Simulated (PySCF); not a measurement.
## Charge on either side of a bond

Compound: C5H7FOSi2.
Numbering: `[CH:1]#[C:2][Si@:3]([F:4])([C:5]#[C:6][CH3:7])[O:8][SiH3:9]` (hydrogens: H10 on C1; H11, H12, H13 on C7; H14, H15, H16 on Si9)

Cartesian coordinates in Å at the GFN2-xTB level; atoms count from 1:
```
atom  x, y, z in Å
C1    -1.7109    3.0547   -0.3289
C2    -1.2565    2.0535    0.1546
Si3   -0.5567    0.5037    0.8781
F4    -0.6031    0.6442    2.4829
C5     1.1725    0.1739    0.3489
C6     2.3068   -0.0338    0.0008
C7     3.6665   -0.2850   -0.4134
O8    -1.4841   -0.7589    0.5073
Si9   -2.6515   -1.8479    0.2427
H10   -2.1127    3.9329   -0.7463
H11    3.9945    0.4963   -1.0986
H12    4.3245   -0.2938    0.4550
H13    3.7299   -1.2502   -0.9154
H14   -2.2361   -3.0547    0.9529
H15   -2.6872   -2.0283   -1.2075
H16   -3.9034   -1.2976    0.7585
```

Atomic charges (e) from the PBE0/pcSseg-1 density (PySCF):

```json
{"atom": "C1", "Mulliken": "-0.1523", "IAO": "-0.1634", "Hirshfeld": "-0.0678", "ESP-fitted": "-0.1934"}
{"atom": "C2", "Mulliken": "-0.2084", "IAO": "-0.3635", "Hirshfeld": "-0.1563", "ESP-fitted": "-0.4089"}
{"atom": "Si3", "Mulliken": "+1.2168", "IAO": "+1.5368", "Hirshfeld": "+0.5242", "ESP-fitted": "+1.3637"}
{"atom": "F4", "Mulliken": "-0.4017", "IAO": "-0.5254", "Hirshfeld": "-0.2017", "ESP-fitted": "-0.3873"}
{"atom": "C5", "Mulliken": "-0.4551", "IAO": "-0.4199", "Hirshfeld": "-0.1877", "ESP-fitted": "-0.7374"}
{"atom": "C6", "Mulliken": "-0.0699", "IAO": "+0.0365", "Hirshfeld": "-0.0053", "ESP-fitted": "+0.3884"}
{"atom": "C7", "Mulliken": "-0.1597", "IAO": "-0.4417", "Hirshfeld": "-0.0889", "ESP-fitted": "-0.5734"}
{"atom": "O8", "Mulliken": "-0.6880", "IAO": "-0.8778", "Hirshfeld": "-0.2966", "ESP-fitted": "-0.5596"}
{"atom": "Si9", "Mulliken": "+0.7311", "IAO": "+0.9015", "Hirshfeld": "+0.4063", "ESP-fitted": "+0.5929"}
{"atom": "H10", "Mulliken": "+0.0696", "IAO": "+0.2063", "Hirshfeld": "+0.1022", "ESP-fitted": "+0.2743"}
{"atom": "H11", "Mulliken": "+0.1579", "IAO": "+0.1793", "Hirshfeld": "+0.0672", "ESP-fitted": "+0.1928"}
{"atom": "H12", "Mulliken": "+0.1591", "IAO": "+0.1802", "Hirshfeld": "+0.0678", "ESP-fitted": "+0.1936"}
{"atom": "H13", "Mulliken": "+0.1574", "IAO": "+0.1789", "Hirshfeld": "+0.0670", "ESP-fitted": "+0.1903"}
{"atom": "H14", "Mulliken": "-0.1182", "IAO": "-0.1407", "Hirshfeld": "-0.0759", "ESP-fitted": "-0.1077"}
{"atom": "H15", "Mulliken": "-0.1213", "IAO": "-0.1432", "Hirshfeld": "-0.0783", "ESP-fitted": "-0.1124"}
{"atom": "H16", "Mulliken": "-0.1175", "IAO": "-0.1439", "Hirshfeld": "-0.0764", "ESP-fitted": "-0.1161"}
```

**Question.** Cut each of the bonds C1–C2, C2–Si3, C5–Si3, C6–C5, C7–C6, O8–Si3 and Si9–O8 in turn and sum the charges on the side of the atom named first.

**Answer.** In e; the other side holds the opposite charge:

```
bond cut  piece  atoms  Mulliken     IAO  Hirshfeld  ESP-fitted
   C1–C2     CH      2    -0.083  +0.043     +0.034      +0.081
  C2–Si3    C2H      3    -0.291  -0.321     -0.122      -0.328
  C5–Si3   C3H3      6    -0.210  -0.287     -0.080      -0.346
   C6–C5   C2H3      5    +0.245  +0.133     +0.108      +0.392
   C7–C6    CH3      4    +0.315  +0.097     +0.113      +0.003
  O8–Si3  SiOH3      5    -0.314  -0.404     -0.121      -0.303
  Si9–O8   SiH3      4    +0.374  +0.474     +0.176      +0.257
```

Extremes among these pieces. Mulliken: lowest SiOH3 at O8, highest SiH3 at Si9; IAO: lowest SiOH3 at O8, highest SiH3 at Si9; Hirshfeld: lowest C2H at C2, highest SiH3 at Si9; ESP-fitted: lowest C3H3 at C5, highest C2H3 at C6.

**Question.** Do the schemes agree better on the pieces than on the single atoms at the cuts?

**Answer.** The spread between schemes averages 0.259 e for the pieces and 0.421 e for the atoms named first; it is smaller for the piece at 6 of the 7 cuts. On average they agree better on the pieces. The sign differs between schemes (beyond ±0.03 e) for CH at C1.

Isolated species at its GFN2-xTB geometry, gas phase. GFN2-xTB frequencies show an imaginary mode (21i cm⁻¹), so this geometry is no minimum at that level.
